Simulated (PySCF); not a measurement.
# Structure revision by computed shifts

A compound C$_{5}$H$_{10}$OSi$_{3}$ gives the data below (simulated from a calculation) and was assigned the structure `C#C[Si@@H](C)[Si@@H](C#C)O[SiH3]`.

13C{1H} NMR (computed): δ 117.5 (C), 104.8 (CH), 90.6 (C), 77.1 (C), 6.4 (CH3).

1H NMR (400 MHz, computed): δ 5.60 (m, 1H), 5.18 (s, 3H), 4.47 (m, 1H), 4.13 (m, 1H), 2.16 (d, 1H), 2.14 (s, 3H).

PySCF 2.14 calculation with PBE0/pcSseg-1 with gauge-including orbitals and coordinates at the GFN2-xTB level; equivalent nuclei averaged, non-relativistic, single conformer, isolated molecule.

Chemical shifts δ = σref − σ; 1H, 13C against TMS, all at this level.

**Question.** Compare with the shifts computed for the proposed structure, pairing carbons in order of shift.

**Answer.** Atoms are numbered as in `[CH:1]#[C:2][Si@@H:3]([CH3:4])[Si@@H:5]([C:6]#[CH:7])[O:8][SiH3:9]` (H(Xn): hydrogen on atom n).

```json
{"atom": "C7", "computed for proposal": "106.0", "given list": "117.5", "difference": "-11.5"}
{"atom": "C1", "computed for proposal": "105.7", "given list": "104.8", "difference": "+0.9"}
{"atom": "C6", "computed for proposal": "89.4", "given list": "90.6", "difference": "-1.2"}
{"atom": "C2", "computed for proposal": "88.0", "given list": "77.1", "difference": "+10.9"}
{"atom": "C4", "computed for proposal": "-3.6", "given list": "6.4", "difference": "-10.0"}
```

The rms difference is 8.4 ppm and the largest -11.5 ppm at C7 (terminal alkyne carbon). The carbon types in order of shift don't match either: CH, CH, C, C, CH3 for the proposal against C, CH, C, C, CH3 in the data. The proposal doesn't fit.

**Question.** Which isomer fits?

**Answer.** `C#C[Si@@H](O[SiH3])[SiH2]C#CC`.

- Carbon types of the structure: 3 × C, 1 × CH, 1 × CH3, leaving 6 H on heteroatoms.
- δC 117.5, 90.6, 77.1: alkyne carbon.
- δC 104.8: terminal alkyne carbon; sp carbons lie upfield of alkene carbons because the cylindrical π system leaves one tensor component strongly shielded.
- δC 6.4: propargylic methyl carbon; saturated and bonded to C and H only.
- δH 2.16: hydrogen on a terminal alkyne carbon; it lies on the axis of the triple bond, in its shielding cone.

The shifts were computed for this structure.

Shifts are as computed. Against solution values, carbons near 30 ppm lie about +3 ppm off and those near 130 ppm about +5 ppm. Of 1211 compounds with measured shifts, 218 miss one by over three times the rms of a fit or turn the order of signals round; such compounds aren't used in these exercises. No couplings were computed; multiplicities are counted from neighbouring protons, with m where these are inequivalent, close in shift, in a saturated or five-membered ring or joined by F or P, and br s for small geminal =CH2 splittings.
